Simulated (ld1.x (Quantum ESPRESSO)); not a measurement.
**Transferability test, PAW potential for Fe (Z = 26)**

* Element: iron
* Generator: ld1.x (Quantum ESPRESSO) 7.5
* Type: PAW
* Functional: PBE
* Relativity: scalar-relativistic
* Frozen core: [Ne]
* Valence charge: 16
* Reference configuration: 3s2 3p6 3d6 4s2 4p0
* Partial waves: 3s (bound): rcut 1.15, rcutus 1.30 bohr; 4s (bound): rcut 1.15, rcutus 1.30 bohr; 3p (bound): rcut 1.25, rcutus 1.70 bohr; 4p (bound, empty): rcut 1.25, rcutus 1.70 bohr; 3d (bound): rcut 1.70, rcutus 2.00 bohr; 3d channel at -0.05 Ry: rcut 1.70, rcutus 2.00 bohr
* Local potential: all-electron potential smoothed inside 1.55 bohr (lloc = -1)
* Core correction: a·sin(br)/r model core, default radius (ld1.x builds one for every PAW set, though the input has nlcc=.false.)
* Augmentation charge: BESSEL, radius 0.85 bohr

Energies are relative to the spin-unpolarised reference configuration 3s2 3p6 3d6 4s2 4p0; without spin polarisation the order of configurations can differ from experiment. Not all tests gave a result: 3 of 7 tests not solved or not reliable. Left out of the table: 3s2 3p6 3d5 4s0 4p0 (solver errors, printed error -2343 eV); 3s1 3p6 3d6 4s2 4p0 (solver errors, printed error -2491 eV); 3s2 3p6 3d4 4s0 4p0 (solver errors, printed error -1989 eV).

```tsv
valence configuration	charge	ΔE all-electron (eV)	error AE − PS (meV)
3s2 3p6 3d6 4s1 4p0	+1	8.729	0.0
3s2 3p6 3d6 4s1.5 4p0	+0.5	3.484	-0.1
```

What are ΔE and the potential's error for 3s2 3p6 3d6.5 4s1.5 4p0?

ΔE = -0.727 eV all-electron; the error (AE − PS) is +16 meV.

What are ΔE and the potential's error for 3s2 3p6 3d6 4s0 4p0?

ΔE = 24.932 eV all-electron; the error (AE − PS) is +0.4 meV.
